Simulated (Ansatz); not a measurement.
H2N (SMILES [NH2-]), charge -1, singlet, geometry from GFN2-xTB (a gas-phase anion, which may not be bound at this level); SVWN5/6-31G** (Ansatz, a program for electronic structure).

Input for Ansatz:
Ansatz 0.2 input:
```yaml
crystal:
  periodic: [false, false, false]
  atoms:
    - {symbol: N, position_ang: [-0.00186075, 0.10526655, 0.10524874]}
    - {symbol: H, position_ang: [0.81703017, -0.33632412, -0.38615523]}
    - {symbol: H, position_ang: [-0.80400491, -0.40054172, -0.35058595]}
basis:
  gaussian:
    orbitals: 6-31G__.json
    point_charges:
      - {charge: 1.0, position_ang: [1.2592, -0.1773, -3.8409]}
hamiltonian:
  xc: {name: SVWN5}
total_charge: -1
```
The basis file holds 6-31G** in the JSON format of the Basis Set Exchange.

It wrote (shortened):

```
Functional definition: SVWN5
292 factors; their error is unknown
mean field evaluation 1: about -1510.0452 eV, gradient 5.5e0 eV
mean field evaluation 2: about -1510.0845 eV, gradient 3.1e0 eV
mean field evaluation 4: about -1510.1079 eV, gradient 4.4e-1 eV
mean field evaluation 8: about -1510.0968 eV, gradient 3.6e-3 eV
mean field -1510.09681013 eV, -55.4950341920 hartree, gradient 4.7e-5 eV, S^2 0.000000; 0 other end points of the search recorded, 0 dependent functions left out
reference -1510.09682617 eV, -55.4950347814 hartree; 5, 5 occupied and 20, 20 virtual orbitals, 292 factors
Total energy: -1510.09682617 eV, -55.4950347814 hartree
```
